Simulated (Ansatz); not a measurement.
Basis-set extrapolation for C₈H₁₄O₂ (`CC(=O)C(C(C)=O)C(C)C`) (PBE0-D4/def2-TZVP geometry, frozen core, the Gaussian-basis code of Ansatz). Multiplicity 1, RHF reference.

|  | def2-TZVPP | def2-QZVPP |
| --- | --- | --- |
| HF | -461.007389 | -461.028235 |
| MP2 correlation | -1.817189 | -1.938682 |
| CCSD(T) correlation | -1.965153 | not run |

Energies in hartree. Use E(X) = E(∞) + A·exp(−7.88·√X) for Hartree–Fock and E(X) = E(∞) + B·X^(−2.97) for correlation, with X = 3 and 4, and add CCSD(T) minus MP2 of the smaller set to the MP2 limit.

What is the CCSD(T) energy at the basis-set limit?

HF limit: -461.028235 + (-0.020846) × 0.13774 = -461.03111. MP2 limit: -1.938682 + (-0.121493) × 0.74074 = -2.02868. Higher-order term: -1.965153 − (-1.817189) = -0.14796. Total: -463.20775 hartree, 147.6 kcal/mol below CCSD(T)/def2-TZVPP.
